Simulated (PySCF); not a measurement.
C4H7ClSi, SMILES CC([SiH3])=C=CCl.

Geometry: B3LYP-D3(BJ)/def2-SVP. This is a generated structure with no PubChem entry under its InChIKey; it may be hypothetical.

Computed with TDA-M06-2X/def2-SVPD (PySCF).

Vertical excitations. 

Task: Estimate the UV-visible absorptions. (An estimate is asked for; the answer gives what the named calculation found.)

Result: 
```csv
state,energy (eV),λ (nm),f,main pairs
S1,4.57,271,0.001,HOMO→LUMO 95 %
S2,6.11,203,0.001,"HOMO−1→LUMO+1 65 %, HOMO−1→LUMO+2 17 %"
S3,6.51,191,0.015,"HOMO→LUMO+1 69 %, HOMO−1→LUMO 16 %"
S4,6.67,186,0.024,"HOMO→LUMO+2 41 %, HOMO−1→LUMO 30 %, HOMO→LUMO+3 17 %"
S5,6.87,180,0.007,HOMO−2→LUMO 88 %
S6,7.16,173,0.185,"HOMO→LUMO+4 34 %, HOMO−3→LUMO 13 %, HOMO→LUMO+1 11 %, HOMO−1→LUMO 7 %"
S7,7.28,170,1.206,"HOMO→LUMO+2 35 %, HOMO−1→LUMO 31 %, HOMO→LUMO+1 10 %"
S8,7.31,170,0.138,"HOMO−1→LUMO+2 46 %, HOMO−1→LUMO+1 24 %, HOMO−1→LUMO+3 13 %"
S9,7.54,164,0.006,"HOMO−3→LUMO 44 %, HOMO→LUMO+4 23 %, HOMO−4→LUMO 7 %"
S10,7.78,159,0.045,"HOMO→LUMO+3 51 %, HOMO→LUMO+4 21 %, HOMO→LUMO+5 8 %"
T1,4.27,290,0,HOMO→LUMO 96 %
T2,4.43,280,0,"HOMO−1→LUMO 65 %, HOMO→LUMO+1 15 %"
T3,4.79,259,0,"HOMO→LUMO+1 41 %, HOMO−1→LUMO 26 %, HOMO→LUMO+2 15 %, HOMO→LUMO+5 9 %"
T4,5.90,210,0,"HOMO−1→LUMO+1 65 %, HOMO−1→LUMO+2 19 %, HOMO−1→LUMO+5 10 %"
```
Triplets are in the Tamm–Dancoff approximation.
